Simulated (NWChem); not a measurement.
Species: LiOH; SMILES [OH][Li]

Program: NWChem. The geometry was optimised at PBE0/def2-SVP.

Taking TPSS/cc-pVQZ as the yardstick, which of these has the fewest basis functions while keeping “dipole (D)” within 0.2 D of it: TPSS/cc-pVTZ; TPSS/cc-pVDZ; TPSS/aug-cc-pVDZ; TPSS/aug-cc-pVTZ?

TPSS/aug-cc-pVDZ.
```csv
level,basis functions,dipole (D)
TPSS/cc-pVDZ,33,3.78
TPSS/aug-cc-pVDZ,55,4.27
TPSS/cc-pVTZ,74,4.05
TPSS/aug-cc-pVTZ,115,4.30
TPSS/cc-pVQZ,140,4.19
```

The yardstick is one finite set, not the basis-set limit.
